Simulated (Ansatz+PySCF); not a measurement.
Two shapes of singlet B₃N₃H₆.

Shape 1:

```xyz
12

B     1.4457    0.0000    0.0000
N     0.7039    1.2192    0.0000
B    -0.7229    1.2520    0.0000
N    -1.4078    0.0000    0.0000
B    -0.7229   -1.2520    0.0000
N     0.7039   -1.2192    0.0000
H     2.6556    0.0000    0.0000
H     1.2096    2.0950    0.0000
H    -1.3278    2.2998    0.0000
H    -2.4191    0.0000    0.0000
H    -1.3278   -2.2998    0.0000
H     1.2096   -2.0950    0.0000
```

Shape 2:

```xyz
12

B     1.4280   -0.0304    0.0355
N     0.6698    1.2481   -0.0224
B    -0.7329    1.2092    0.0238
N    -1.4290    0.0111   -0.0439
B    -0.6942   -1.2508   -0.0409
N     0.6956   -1.2010   -0.0459
H     2.6644    0.0147   -0.0470
H     1.2501    2.0933   -0.0292
H    -1.3424    2.2632    0.0307
H    -2.4393   -0.0144    0.0434
H    -1.3586   -2.3112   -0.0377
H     1.1726   -2.1150   -0.0271
```

Basis set: def2-SVP (spherical functions). Correlated methods keep 6 orbitals frozen. Charge 0, multiplicity 1.

Computed with Ansatz (development build ahead of 0.2.0); each method stands on the lowest determinant of its kind that the runs found.

**Question.** Which shape is lower in energy, and by how much in each method?

**Answer.**

```
             method  E(2) − E(1) (eV)
                RHF             0.407
                UHF             0.407
            UHF-MP2             0.371
 PBE (unrestricted)             0.328
PBE0 (unrestricted)             0.345
```

Shape 1 is lower.
